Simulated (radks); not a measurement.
Charge is removed step by step from the 4s down level of Sr2+, starting from [Ar] 3d10 4s(up 1, down 1) 4p6. Calculated with a radial shooting solver on a logarithmic mesh with Libxc functionals: scalar-relativistic Kohn-Sham, LDA (Slater exchange, Perdew-Wang correlation), spin-polarised, spherical densities, finite nucleus; Fermi nuclear charge, rms radius 4.224 fm.

removed (e),E - E(0) (eV),eigenvalue (eV),E minus straight line (eV)
0,0.000,-54.859,0.000
0.25,14.157,-58.419,-1.354
0.5,29.209,-62.025,-1.813
0.75,45.168,-65.674,-1.365
1,62.044,-69.362,0.000

Removing the whole electron costs 62.044 eV by Delta-SCF, against 54.859 eV from minus the eigenvalue at the starting occupation. Slater's transition state (half an electron removed) gives 62.025 eV. Integrating minus the eigenvalue over the occupation (Janak's theorem) gives 62.054 eV. In this scalar-relativistic scheme the density is built from large components alone, so the theorem holds only approximately. The mean slope of the eigenvalue, de/dn, is 14.5 eV per electron.
